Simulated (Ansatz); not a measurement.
Wavefunction ladder for C2H6OSSi, SMILES `[SiH3]SC1CO1`

Z-matrix (Å, degrees):
```
Si
S 1 2.137
H 1 1.483 2 112.0
H 1 1.483 2 105.5 3 -119.8
H 1 1.487 2 109.6 3 121.2
C 2 1.790 1 98.4 3 -68.9
O 6 1.408 2 118.7 1 78.4
C 6 1.458 2 119.1 1 147.3
H 6 1.087 2 114.3 1 -62.1
H 8 1.087 6 119.6 2 148.4
H 8 1.087 6 118.6 2 -4.5
```

Charge 0, multiplicity 1. The structure was optimised at the PBE0-D4/def2-TZVP level. It is one conformer, not always the lowest. Frozen core, restricted reference, Ansatz 0.2.0. CBS rows extrapolate triple and quadruple zeta; past MP2 they add the triple-zeta difference.

| basis | HF (Eh) | MP2 corr. | CCSD corr. | (T) | CCSD(T) total |
| --- | --- | --- | --- | --- | --- |
| def2-TZVPP | -840.60379 | -0.86744 | -0.91411 | -0.04016 | -841.55806 |
| def2-QZVPP | -840.63115 | -0.93247 | – | – | – |
| CBS(def2) | -840.63492 | -0.98065 | -1.02732 | as TZ | -841.70240 |
